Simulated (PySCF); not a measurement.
This script is equivalent to a calculation on Sb⁺ (antimony, charge +1).

```python
from pyscf import gto, scf, dft, mp, cc
import basis_set_exchange as bse
txt = bse.get_basis("aug-cc-pV5Z-PP", elements=["Sb"], fmt="nwchem", header=False)
cut = txt.index("\nECP")
mol = gto.M(atom="Sb 0 0 0", charge=1, spin=2, symmetry="D2h",
            basis=gto.basis.parse(txt[:cut]),
            ecp={"Sb": gto.basis.parse_ecp(txt[cut:])})
mf = scf.UHF(mol)
mf.irrep_nelec = {'Ag': (4, 4), 'B1g': (1, 1), 'B2g': (1, 1), 'B3g': (1, 1), 'B1u': (2, 1), 'B2u': (2, 1), 'B3u': (1, 1)}
mf.kernel()
```

(1) What total energy does it give?

(2) Which occupied shell lies highest, and where?

(3) What is ⟨S²⟩, and what would a pure spin state give?

Energies and moments cover only the electrons outside the core potential.

Answers

(1) -238.96300 hartree (calculated).

(2) 5p α, at -16.401 eV.

(3) 2.010, against 2.00.
